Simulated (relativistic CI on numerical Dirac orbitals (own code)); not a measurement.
Method of calculation: Dirac-Coulomb-Breit CI, KLI orbitals optimised for each configuration, model QED, unscaled Slater integrals (own radial code, finite nucleus).

Configuration list (outside the closed core 1s2): 2s²2p⁶, 2s²2p⁵3s, 2s²2p⁵3p, 2s²2p⁵3d, 2s2p⁶3s, 2s2p⁶3p, 2s2p⁶3d, 2s²2p⁵4s, 2s²2p⁵4p, 2s²2p⁵4d, 2s²2p⁵4f, 2s²2p⁴3s², 2s²2p⁴3s3p, 2s²2p⁵5s, 2s2p⁶4s, 2s²2p⁵5p, 2s²2p⁴3s3d, 2s²2p⁵5d, 2s²2p⁴3p², 2s2p⁶4p, 2s²2p⁵5f, 2s²2p⁵5g, 2s2p⁶4d, 2s2p⁶4f, 2s²2p⁴3p3d, 2s2p⁵3s², 2s²2p⁴3d², 2s2p⁵3s3p, 2s2p⁵3s3d, 2s2p⁵3p², 2s2p⁶5s, 2s2p⁵3p3d, 2s2p⁶5p, 2s2p⁶5d, 2s2p⁶5f, 2s2p⁶5g. Levels of other configurations are missing.

At this charge energies of transitions that change n are usually good to better than 1 %, and those within a shell (Δn = 0) to a few per cent.

Outline of the computed level scheme of Au LXX. Lowest level of each configuration: 2s²2p⁶ ¹S0 at 0.0 eV; 2s²2p⁵3s ³P°2 at 9493.6 eV; 2s²2p⁵3p ³P1 at 9659.3 eV; 2s²2p⁵3d ³P°0 at 10350.0 eV; 2s2p⁶3s ³S1 at 11908.3 eV; 2s2p⁶3p ³P°1 at 12079.3 eV; 2s2p⁶3d ³D1 at 12778.9 eV; 2s²2p⁵4s ³P°2 at 13389.3 eV; 2s²2p⁵4p ³P1 at 13457.6 eV.

Some strong electric-dipole decays among the lowest 45 levels: 2s²2p⁵3d ¹P°1 → 2s²2p⁶ ¹S0 (3.7e+15 s⁻¹); 2s²2p⁵3d ³D°1 → 2s²2p⁶ ¹S0 (2.2e+15 s⁻¹); 2s2p⁶3p ³P°1 → 2s²2p⁶ ¹S0 (7.2e+14 s⁻¹); 2s2p⁶3p ¹P°1 → 2s²2p⁶ ¹S0 (5.8e+14 s⁻¹); 2s²2p⁵3s ¹P°1 → 2s²2p⁶ ¹S0 (2.2e+14 s⁻¹); 2s²2p⁵3d ³P°1 → 2s²2p⁶ ¹S0 (1.4e+14 s⁻¹); 2s²2p⁵4p ³P1 → 2s²2p⁵3s ³P°2 (7.7e+13 s⁻¹); 2s²2p⁵4s ¹P°1 → 2s²2p⁶ ¹S0 (7.4e+13 s⁻¹).

LS names give the leading component of a level, which can be under half, so a name can repeat, a term be missing and a line seem to break the LS rules.
